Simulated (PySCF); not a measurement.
Mayer bond orders and bond lengths

C7H4F3O2S (charge -1).
Atom-mapped SMILES: `[O:1]=[C:2]([O-:3])[c:4]1[s:5][cH:6][cH:7][c:8]1[CH2:9][C:10]([F:11])([F:12])[F:13]` (hydrogens: H14 on C6; H15 on C7; H16, H17 on C9)

Geometry (GFN2-xTB, Å), atoms numbered from 1 in this order:
```xyz
17
C7H4F3O2S angstrom
O      2.379    2.566   -1.009
C      1.273    2.022   -1.008
O      0.183    2.407   -1.459
C      1.258    0.627   -0.342
S      2.760    0.033    0.255
C      2.016   -1.434    0.776
C      0.688   -1.463    0.500
C      0.250   -0.275   -0.143
C     -1.156    0.005   -0.588
C     -2.142   -0.052    0.548
F     -1.800    0.671    1.621
F     -2.354   -1.310    1.013
F     -3.372    0.381    0.185
H      2.609   -2.188    1.257
H      0.038   -2.287    0.743
H     -1.148    1.021   -1.014
H     -1.490   -0.712   -1.344
```

Bond orders from the PBE0/pcSseg-1 density (PySCF). Geometry: GFN2-xTB, one conformer, isolated ion. The pcSseg-1 basis has no diffuse functions, a weakness for an anion.

(1) Where do the orders between heavy atoms depart from those drawn in the SMILES?

(2) Set the Mayer orders of the bonds beside their lengths.

Answers

(1) The largest departure is 0.678, at C2–O3 (drawn single, 1.678), counting aromatic bonds as 1.5. Drawn single, order above 1.12: C2–O3 (1.678). Drawn single, order below 0.88: C2–C4 (0.839). The bonds drawn aromatic range from 1.15 to 1.56. The SMILES, with its formal charges, is one Lewis structure only.

(2) 
```tsv
bond	drawn as	length (Å)	Mayer order
O1–C2	double	1.233	1.755
C2–O3	single	1.241	1.678
C2–C4	single	1.546	0.839
C4–S5	aromatic	1.722	1.192
S5–C6	aromatic	1.726	1.148
C6–C7	aromatic	1.357	1.565
C7–C8	aromatic	1.419	1.252
C8–C9	single	1.502	1.034
C9–C10	single	1.505	1.043
C10–F11	single	1.338	1.019
C10–F12	single	1.357	0.957
C10–F13	single	1.354	0.971
C8–C4	aromatic	1.367	1.522
C6–H14	single	1.073	0.962
C7–H15	single	1.078	0.974
C9–H16	single	1.101	0.852
C9–H17	single	1.094	0.924
```

Bonds between the same two heavy elements. C–O: lowest C2–O3 (1.678, 1.241 Å), highest O1–C2 (1.755, 1.233 Å). C–C: lowest C2–C4 (0.839, 1.546 Å), highest C6–C7 (1.565, 1.357 Å). C–S: lowest S5–C6 (1.148, 1.726 Å), highest C4–S5 (1.192, 1.722 Å). C–F: lowest C10–F12 (0.957, 1.357 Å), highest C10–F11 (1.019, 1.338 Å).

Task: Sum the orders of all bonds at each heavy atom with more than one neighbour and set the sums beside the valence in the SMILES.

Result: C2 4.272 (drawn 4), C4 3.553 (drawn 4), S5 2.340 (drawn 2), C6 3.675 (drawn 4), C7 3.791 (drawn 4), C8 3.808 (drawn 4), C9 3.853 (drawn 4), C10 3.990 (drawn 4). Orders between atoms that aren't bonded are not in these sums.

The Mayer order sums products of elements of PS (density times overlap matrix) between the two atoms' basis functions, so it depends on the basis set.
